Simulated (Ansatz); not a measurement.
Input for Ansatz (a first-principles code): R-PBE0/def2-TZVPPD on HBr (SMILES Br) with ghost functions, monomers drawn apart or pushed together. Files ending in .json are basis or fitting sets from the Basis Set Exchange.

Ansatz 0.2 input:
```yaml
crystal:
  periodic: [false, false, false]
  atoms:
    - {symbol: Br, position_ang: [0.41087656, 0.73153786, 4.92289026]}
    - {symbol: H, position_ang: [0.28598523, 0.52472367, 3.50681300]}
basis:
  gaussian:
    orbitals: def2-TZVPPD.json
    ghost_atoms:
      - {symbol: C, position_ang: [-0.14505955, -0.59116914, 0.32365369]}
      - {symbol: C, position_ang: [0.13863937, 0.68865879, 0.11543025]}
      - {symbol: H, position_ang: [0.63022878, -1.34672923, 0.36179590]}
      - {symbol: H, position_ang: [-1.16365290, -0.93312190, 0.46149653]}
      - {symbol: H, position_ang: [-0.63671769, 1.44398702, 0.07450053]}
      - {symbol: H, position_ang: [1.15687198, 1.03045478, -0.02518372]}
hamiltonian:
  xc: {name: PBE0}
scf: {lower_state_search: off}
```

The log:

```
WARN ansatz: RAYON_NUM_THREADS=2 ignored (pool sized by the plan → 2); use --threads N
Functional definition: PBE0
these checks for a lower state are left out or cut short: stability, starts, cluster_reference, orbital_swaps, neighbouring_geometries, increment
integrals: 0.11 GiB planned
1051 factors; their error is unknown
mean field: 1.00 GiB planned
mean field evaluation 1: about -70054.1902 eV, gradient 6.6e0 eV
mean field evaluation 2: about -70054.2546 eV, gradient 3.7e0 eV
mean field evaluation 4: about -70054.2953 eV, gradient 7.9e-2 eV
mean field evaluation 8: about -70054.6155 eV, gradient 2.1e-2 eV
mean field -70054.61548512 eV, -2574.4596343543 hartree, gradient 8.4e-6 eV, S^2 0.000000; 0 other end points of the search recorded, 0 dependent functions left out
reference -70054.61551480 eV, -2574.4596354450 hartree; 18, 18 occupied and 198, 198 virtual orbitals, 1051 factors
Total energy: -70054.61551480 eV, -2574.4596354450 hartree
Checks for a lower state left out: stability, starts, cluster_reference, orbital_swaps, neighbouring_geometries, increment
```

The calculation finished and met its thresholds.

Cost: about 1.7 core-seconds (a rough figure).
